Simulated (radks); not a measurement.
Charge is removed step by step from the 5p3/2 level of the rhenium ion Re+, starting from [Kr] 4d10 4f14 5s2 5p(1/2: 2, 3/2: 4) 5d5 6s1. Method: Dirac Kohn-Sham, PBEsol, spin-unpolarised, spherical densities, finite nucleus; open shells fill j = l - 1/2 first; Fermi nuclear charge, rms radius 5.3698 fm; computed with a radial shooting solver on a logarithmic mesh with Libxc functionals.

removed (e)	E - E(0) (eV)	eigenvalue (eV)	E minus straight line (eV)
0	0.000	-51.409	0.000
0.125	6.525	-53.003	-0.728
0.25	13.252	-54.627	-1.255
0.375	20.183	-56.280	-1.577
0.5	27.323	-57.959	-1.690
0.625	34.674	-59.664	-1.593
0.75	42.240	-61.393	-1.280
0.875	50.023	-63.144	-0.750
1	58.027	-64.918	0.000

Removing the whole electron costs 58.027 eV by Delta-SCF, against 51.409 eV from minus the eigenvalue at the starting occupation. Slater's transition state (half an electron removed) gives 57.959 eV. Integrating minus the eigenvalue over the occupation (Janak's theorem) gives 58.027 eV. The mean slope of the eigenvalue, de/dn, is 13.5 eV per electron.
